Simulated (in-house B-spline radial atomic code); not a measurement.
# PBE0 excitations of Cd2+

Method: PBE0. Computed with a B-spline radial code for spherical atoms: linear response of the closed shell [Kr] 4d10 with the functional's adiabatic kernel; scalar-relativistic (spin-free one-electron X2C), finite nucleus, no spin-orbit coupling, no double excitations, S, P, D and F terms only; shells from n = 2 respond. Only terms of natural parity with L up to 3 were computed.

Command:
```bash
python run_td.py task.json out
```
Settings (radii: box in bohr, nucleus in fm):
```
Z                        48
electrons                46
configuration            [Kr] 4d10
hamiltonian              x2c
method                   pbe0
box_radius               29.48
rms_radius               4.6087
intervals                73
```

Run time, properties included: 5.7 s on 1 thread of Arm Neoverse N1, on a shared host.

The lowest states, in the order of their Tamm-Dancoff energies; the method's threshold (minus the highest occupied level) is 32.61 eV. Labels give the largest channel, * marks a mixed state, and oscillator strengths are full-response dipole values. Semilocal kernels can invert the small singlet-triplet splittings of Rydberg terms. Energies in eV:

```
     state  full response  Tamm-Dancoff  oscillator strength
4d → 5s 3D          9.424         9.452                    -
4d → 5s 1D         10.128        10.144                    -
4d → 5p 3P         16.078        16.107                    -
4d → 5p 3F         16.287        16.307                    -
4d → 5p 1F              ?             ?                    -
4d → 5p 1P         17.298        17.372                0.729
4d → 5d 3S         23.826        23.843                    -
4d → 6s 3D         23.849        23.853                    -
4d → 6s 1D         23.961        23.964                    -
4d → 5d 3D              ?             ?                    -
4d → 5d 1D         24.424        24.431                    -
4d → 5d 1S         25.429        25.569                    -
4d → 6p 3P         25.750        25.755                    -
4d → 6p 3F         25.804        25.808                    -
4d → 6p 1F         25.873        25.873                    -
4d → 6p 1P         25.983        25.996               0.0504
```

Task: Where does 4d → 5p 1F lie?

Result: At 16.598 eV in full response, 16.600 eV in Tamm-Dancoff.

Task: Where does 4d → 5d 3D lie?

Result: At 24.237 eV in full response, 24.242 eV in Tamm-Dancoff.

Task: How large is the singlet-triplet splitting of 4d → 5s (D terms) in Tamm-Dancoff?

Result: 0.692 eV, from the unrounded values.

Task: What polarisabilities and dispersion coefficient does the method give?

Result: Dipole 5.414 bohr³, quadrupole 20.99 bohr⁵, C6 27.54 hartree·bohr⁶ for two such species.
